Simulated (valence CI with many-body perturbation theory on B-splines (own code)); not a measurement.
**Forbidden lines of Ba L**

Level of theory: configuration interaction combined with many-body perturbation theory (CI+MBPT): five valence electrons over a frozen Dirac-Fock core [He], radial functions for each j: 9 s, 9 p, 8 d, 6 f, 3 g, 1 h, with the one-electron correlation potential Σ1 (screened to all orders), the two-electron term Σ2, the three-electron term Σ3, Breit, model QED; selected single and double excitations, second order for the rest (own B-spline code, finite nucleus).

No measured spectrum was set against this ion. As an estimate, large intervals hold to a few tenths of a per cent, small ones and those within an open d or f shell to about a per cent. Among the levels kept, up to 1200 cm⁻¹ of a level comes from second order outside the variational space, and about a tenth of that is noise between levels of different J, which matters for small intervals.

Lines 1 to 46 of 46 in falling wavelength, among levels below 47164 × 10³ cm⁻¹, chosen from the decays that carry over 1 % of a level's rate. Wavelengths and rates use the calculated energies. Electric multipoles are in the length gauge, E1 and E2 with the static RPA response of the core. S is in atomic units (e²a₀⁴ for E2 and M2, e²a₀⁶ for E3), for M1 in squared Bohr magnetons. Weak lines are less certain than strong ones. Lines between different terms over intervals too small for the method are left out, as are lines whose strength nearly cancels. The highest levels of a list are the least certain.

Levels are named by their leading jj configuration (3d3/2^4 stands for four electrons in 3d with j = 3/2), which in mixed levels can hold well under half, so a name can repeat and another be missing. Letters in brackets count levels of one name in rising energy.

```tsv
λ vac (nm)	Upper	Lower	Type	A (s⁻¹)	S (a.u.)
3.250	(2s^2 2p1/2 2p3/2^2) J=3/2	(2s^2 2p1/2^2 2p3/2) J=3/2	M1	5.57e+08	2.83e+00
3.240	(2s^2 2p3/2^3) J=3/2	(2s^2 2p1/2 2p3/2^2) J=1/2	M1	1.37e+08	6.89e-01
3.084	(2s^2 2p1/2 2p3/2^2) J=5/2	(2s^2 2p1/2^2 2p3/2) J=3/2	M1	9.46e+07	6.17e-01
3.084	(2s^2 2p1/2 2p3/2^2) J=5/2	(2s^2 2p1/2^2 2p3/2) J=3/2	E2	1.03e+06	1.54e-04
2.982	(2s^2 2p3/2^3) J=3/2	(2s^2 2p1/2 2p3/2^2) J=5/2	M1	1.72e+08	6.75e-01
2.849	(2s^2 2p1/2 2p3/2^2) J=1/2	(2s^2 2p1/2^2 2p3/2) J=3/2	M1	3.58e+08	6.13e-01
2.841	(2s^2 2p3/2^3) J=3/2	(2s^2 2p1/2 2p3/2^2) J=3/2	M1	7.03e+08	2.39e+00
0.2699	(2s^2 2p1/2 2p3/2 3d5/2) J=9/2	(2s 2p1/2 2p3/2^3) J=5/2	E2	5.98e+08	7.65e-07
0.2495	(2s^2 2p1/2 2p3/2 3p1/2) J=3/2 [a]	(2s^2 2p1/2 2p3/2^2) J=1/2	E2	4.86e+10	1.68e-05
0.2489	(2s^2 2p1/2 2p3/2 3p1/2) J=5/2	(2s^2 2p1/2 2p3/2^2) J=1/2	E2	8.71e+10	4.46e-05
0.2481	(2s^2 2p1/2 2p3/2 3p1/2) J=1/2	(2s^2 2p1/2 2p3/2^2) J=5/2	E2	1.03e+11	1.74e-05
0.2476	(2s^2 2p1/2 2p3/2 3p1/2) J=3/2 [b]	(2s^2 2p1/2 2p3/2^2) J=1/2	E2	3.64e+10	1.21e-05
0.2474	(2s^2 2p1/2^2 3p1/2) J=1/2	(2s^2 2p1/2^2 2p3/2) J=3/2	E2	4.72e+11	7.81e-05
0.2472	(2s^2 2p3/2^2 3p1/2) J=3/2	(2s^2 2p3/2^3) J=3/2	E2	9.80e+10	3.23e-05
0.2472	(2s^2 2p1/2 2p3/2 3p1/2) J=5/2	(2s^2 2p1/2 2p3/2^2) J=5/2	E2	2.70e+11	1.34e-04
0.2471	(2s^2 2p1/2 2p3/2 3p1/2) J=1/2	(2s^2 2p1/2 2p3/2^2) J=3/2	E2	1.53e+11	2.52e-05
0.2468	(2s^2 2p1/2 2p3/2 3p1/2) J=3/2 [a]	(2s^2 2p1/2 2p3/2^2) J=3/2	E2	2.97e+11	9.70e-05
0.2462	(2s^2 2p1/2 2p3/2 3p1/2) J=5/2	(2s^2 2p1/2 2p3/2^2) J=3/2	E2	6.66e+10	3.23e-05
0.2460	(2s^2 2p1/2 2p3/2 3p1/2) J=3/2 [b]	(2s^2 2p1/2 2p3/2^2) J=5/2	E2	2.66e+11	8.56e-05
0.2435	(2s^2 2p1/2 2p3/2 3p3/2) J=3/2 [a]	(2s^2 2p1/2 2p3/2^2) J=1/2	E2	1.44e+10	4.41e-06
0.2427	(2s 2p1/2^2 2p3/2 3p3/2) J=7/2	(2s 2p1/2^2 2p3/2^2) J=5/2	E2	1.44e+11	8.67e-05
0.2422	(2s 2p1/2^2 2p3/2 3p3/2) J=1/2 [b]	(2s 2p1/2^2 2p3/2^2) J=3/2	E2	2.35e+11	3.50e-05
0.2422	(2s^2 2p1/2 2p3/2 3p3/2) J=1/2 [a]	(2s^2 2p1/2 2p3/2^2) J=5/2	E2	4.17e+10	6.21e-06
0.2421	(2s^2 2p1/2 2p3/2 3p3/2) J=5/2 [b]	(2s^2 2p1/2 2p3/2^2) J=1/2	E2	8.47e+10	3.78e-05
0.2419	(2s^2 2p1/2 2p3/2 3p3/2) J=3/2 [a]	(2s^2 2p1/2 2p3/2^2) J=5/2	E2	1.01e+11	2.98e-05
0.2418	(2s^2 2p1/2 2p3/2 3p3/2) J=5/2 [a]	(2s^2 2p1/2 2p3/2^2) J=3/2	E2	1.02e+11	4.51e-05
0.2416	(2s^2 2p1/2 2p3/2 3p3/2) J=7/2	(2s^2 2p1/2 2p3/2^2) J=5/2	E2	1.60e+11	9.43e-05
0.2413	(2s^2 2p1/2^2 3p3/2) J=3/2	(2s^2 2p1/2^2 2p3/2) J=3/2	E2	2.37e+11	6.93e-05
0.2412	(2s^2 2p1/2 2p3/2 3p3/2) J=1/2 [a]	(2s^2 2p1/2 2p3/2^2) J=3/2	E2	1.50e+11	2.19e-05
0.2409	(2s^2 2p1/2 2p3/2 3p3/2) J=3/2 [a]	(2s^2 2p1/2 2p3/2^2) J=3/2	E2	5.63e+10	1.63e-05
0.2406	(2s^2 2p1/2 2p3/2 3p3/2) J=7/2	(2s^2 2p1/2 2p3/2^2) J=3/2	E2	1.85e+10	1.07e-05
0.2402	(2s^2 2p1/2 2p3/2 3p3/2) J=1/2 [b]	(2s^2 2p1/2 2p3/2^2) J=5/2	E2	2.94e+11	4.20e-05
0.2392	(2s^2 2p1/2 2p3/2 3p3/2) J=1/2 [b]	(2s^2 2p1/2 2p3/2^2) J=3/2	E2	1.61e+11	2.25e-05
0.2388	(2s 2p1/2^2 2p3/2 3p3/2) J=1/2 [b]	(2s 2p1/2^2 2p3/2^2) J=5/2	E2	7.84e+10	1.09e-05
0.2380	(2s 2p1/2^2 2p3/2 3d5/2) J=9/2	(2s 2p1/2^2 2p3/2^2) J=5/2	M2	7.27e+09	4.96e-06
0.2380	(2s 2p1/2^2 2p3/2 3d5/2) J=9/2	(2s 2p1/2^2 2p3/2^2) J=5/2	E3	3.84e+08	5.29e-06
0.2367	(2s^2 2p1/2 2p3/2 3d5/2) J=9/2	(2s^2 2p1/2 2p3/2^2) J=5/2	M2	7.09e+09	4.71e-06
0.2367	(2s^2 2p1/2 2p3/2 3d5/2) J=9/2	(2s^2 2p1/2 2p3/2^2) J=5/2	E3	4.23e+08	5.60e-06
0.2289	(2s 2p1/2^2 2p3/2 3d5/2) J=9/2	(2s^2 2p1/2 2p3/2^2) J=5/2	E2	1.41e+09	7.91e-07
0.2246	(2s^2 2p1/2 2p3/2 3p3/2) J=1/2 [a]	(2s^2 2p1/2^2 2p3/2) J=3/2	E2	9.11e+10	9.29e-06
0.2243	(2s^2 2p1/2 2p3/2 3p3/2) J=3/2 [a]	(2s^2 2p1/2^2 2p3/2) J=3/2	E2	2.03e+11	4.11e-05
0.2240	(2s^2 2p1/2 2p3/2 3p3/2) J=7/2	(2s^2 2p1/2^2 2p3/2) J=3/2	E2	2.25e+11	9.06e-05
0.2232	(2s^2 2p1/2 2p3/2 3p3/2) J=5/2 [b]	(2s^2 2p1/2^2 2p3/2) J=3/2	E2	1.31e+11	3.87e-05
0.2228	(2s^2 2p1/2 2p3/2 3p3/2) J=1/2 [b]	(2s^2 2p1/2^2 2p3/2) J=3/2	E2	1.13e+11	1.10e-05
0.2198	(2s^2 2p1/2 2p3/2 3d5/2) J=9/2	(2s^2 2p1/2^2 2p3/2) J=3/2	E3	8.33e+08	6.57e-06
0.2139	(2s 2p1/2^2 2p3/2 3d3/2) J=7/2	(2s^2 2p1/2^2 2p3/2) J=3/2	E2	4.76e+11	1.52e-04
```
